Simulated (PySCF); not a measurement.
# Two-dimensional NMR puzzle

Compound of formula C$_{7}$H$_{9}$FSi. Correlations simulated from computed shifts and the bond graph:

HSQC (one-bond C–H):
```csv
δH,δC
7.18,161.1
6.99,146.4
6.21,138.3
5.93,127.3
5.87,120.0
3.09,36.0
```

COSY cross peaks (H two or three bonds apart, from the bond graph; peaks can be absent where the dihedral angle is near 90°):
```csv
δH,δH
7.18,5.93
7.18,3.09
6.99,6.21
6.21,4.99
5.93,4.99
5.87,3.09
```

HMBC (two and three bonds, from the bond graph):
```csv
δH,δC
7.18,"127.3, 120.0, 36.0"
6.99,"168.3, 138.3, 120.0"
6.21,"168.3, 146.4, 127.3"
5.93,"161.1, 138.3, 36.0"
5.87,"168.3, 161.1, 146.4, 36.0"
4.99,"161.1, 146.4, 138.3, 127.3"
3.09,"168.3, 161.1, 127.3, 120.0"
```

Carbons without hydrogens: δ 168.3.

[PySCF 2.14: shielding tensors at PBE0/pcSseg-1 (GIAO); structure optimised with GFN2-xTB; non-relativistic Hamiltonian; one computed conformer; in vacuum; equivalent nuclei averaged]

Shifts are taken against calculated references (same method and geometry level): 1H (σ = 31.72 ppm) and 13C (σ = 186.93 ppm) vs TMS.

Exchangeable hydrogens are left out of these lists.

**Question.** Work out the connectivity.

**Answer.** `C1=C\[SiH2]/C=C\C\C=C/1F`.

Mapped SMILES: `[F:1][C:2]1=[CH:3]/[CH2:4]/[CH:5]=[CH:6]\[SiH2:7]/[CH:8]=[CH:9]\1`; H(Xn) means a hydrogen on atom n.

- δC 168.3 is C2, a fully substituted alkene carbon.
- δC 161.1 is C5, an alkene CH (δH 7.18).
- δC 146.4 is C9, an alkene CH (δH 6.99).
- δC 138.3 is C8, an alkene CH (δH 6.21).
- δC 127.3 is C6, an alkene CH (δH 5.93).
- δC 120.0 is C3, an alkene CH (δH 5.87).
- δC 36.0 is C4, an allylic sp3 CH2 (δH 3.09).
- HMBC from δH 6.99 reaches the proton-free carbon C2.
- HMBC from δH 6.21 reaches the proton-free carbon C2.
- HMBC from δH 5.87 reaches the proton-free carbon C2.
- HMBC from δH 3.09 reaches the proton-free carbon C2.
- COSY links 7.18–5.93, 7.18–3.09, 6.99–6.21, 6.21–4.99, 5.93–4.99, 5.87–3.09.

The data come from this structure; uniqueness wasn't tested.

Shifts are as computed. Against solution values, carbons near 30 ppm lie about +3 ppm off and those near 130 ppm about +5 ppm. Of 1211 compounds with measured shifts, 218 miss one by over three times the rms of a fit or turn the order of signals round; such compounds aren't used in these exercises.
